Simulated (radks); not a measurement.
Problem. Tb XXXVIII, configuration [Ar] 3d10. Calculated with a radial shooting solver on a logarithmic mesh with Libxc functionals: scalar-relativistic Kohn-Sham, SCAN, spin-polarised, spherical densities, finite nucleus; meta-GGA in the generalised Kohn-Sham scheme; Fermi nuclear charge, rms radius 5.06 fm. Some entries of the table are withheld. Estimate them.

orbital  occ.  eigenvalue (eV)  <r^2> (bohr^2)  <1/r> (bohr^-1)
1s          2              (1)             (2)            73.10
2s          2        -10190.10        0.009832              (3)
2p          6              (4)        0.007939            15.84
3s          2        -3397.208         0.06273            6.380
3p          6        -3097.131         0.06231              (5)
3d         10        -2718.541         0.05127            5.698

Solution. 
(1) 1s eigenvalue (eV): -53526.50
(2) 1s <r^2> (bohr^2): 0.0006315
(3) 2s <1/r> (bohr^-1): 17.03
(4) 2p eigenvalue (eV): -9229.902
(5) 3p <1/r> (bohr^-1): 6.001
